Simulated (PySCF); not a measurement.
A structure optimised at r2SCAN-D4/def2-SVP, used in a PySCF frequency run:

```xyz
9

Nb    -0.1894    -0.0301     0.0000
S      1.9689    -0.0190     0.0000
F     -0.9447    -1.7559     0.0000
N     -0.8036     0.8973    -1.6163
H     -1.7816     1.1023    -1.8235
H     -0.2107     1.2866    -2.3476
N     -0.8036     0.8973     1.6163
H     -0.2107     1.2866     2.3476
H     -1.7816     1.1023     1.8235
```

Question: Write its SMILES, formula and point group.

Answer: [NH2][Nb]([NH2])([F])=[S], FH4N2NbS, Cs

Question: What are its rotational constants (standard atomic weights)?

Answer: 2.8505, 1.9749, 1.9392 GHz
